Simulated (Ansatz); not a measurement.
A single point on `C[N]=[Mo]([F])([F])([Cl])[Cl]`.

```yaml
crystal:
  periodic: [false, false, false]
  atoms:
    - {symbol: C, position_ang: [0.373923, -1.725850, 0.043861]}
    - {symbol: N, position_ang: [0.034605, -0.360365, -0.061580]}
    - {symbol: Mo, position_ang: [-0.321505, 1.270824, -0.114962]}
    - {symbol: F, position_ang: [-2.143522, 1.354505, -0.471363]}
    - {symbol: F, position_ang: [-0.130412, 1.746938, -1.901183]}
    - {symbol: Cl, position_ang: [-0.860284, 1.695024, 2.068475]}
    - {symbol: Cl, position_ang: [1.741626, 2.202629, 0.220939]}
    - {symbol: H, position_ang: [1.461808, -1.832845, 0.001389]}
    - {symbol: H, position_ang: [0.006568, -2.117684, 0.996860]}
    - {symbol: H, position_ang: [-0.079808, -2.284377, -0.779336]}
basis:
  gaussian: {orbitals: def2-QZVPP}
correlation: {method: mp2}
```

```sh
$ ansatz run in.yaml --threads 4 --pin off --events-out ev --progress --plain --max-ram 11315MiB
```

Shortened log:

```
Functional definition: HF
3307 factors; integrals over basis functions are off by at most 9.1e-4 eV
mean field evaluation 1: about -34812.6412 eV, gradient 7.9e1 eV
mean field evaluation 2: about -34812.9861 eV, gradient 7.9e1 eV
mean field evaluation 4: about -34824.3202 eV, gradient 1.3e1 eV
mean field evaluation 8: about -34824.6348 eV, gradient 1.4e0 eV
mean field evaluation 16: about -34824.6435 eV, gradient 1.7e-6 eV
mean field -34824.64347029 eV, -1279.7820425420 hartree, gradient 1.9e-6 eV, S^2 0.000000; 0 other end points of the search recorded, 0 dependent functions left out; unrestricted orbitals would lower it
14 core orbitals not correlated: weight in the atoms' cores, before any rotation towards them, 1.000 or more for the frozen orbitals, at most 0.000 for the correlated occupied ones
reference -34824.64347029 eV, -1279.7820425420 hartree; 27, 27 occupied and 498, 498 virtual orbitals, 3307 factors
second order -55.71196077 eV of doubles, -0.00000000 eV of singles
Total energy: -34880.35543106 eV, -1281.8294193374 hartree
```

Run time 49 s (4 threads of an Arm Neoverse V2 on a shared host); peak host memory 3.9 GiB.
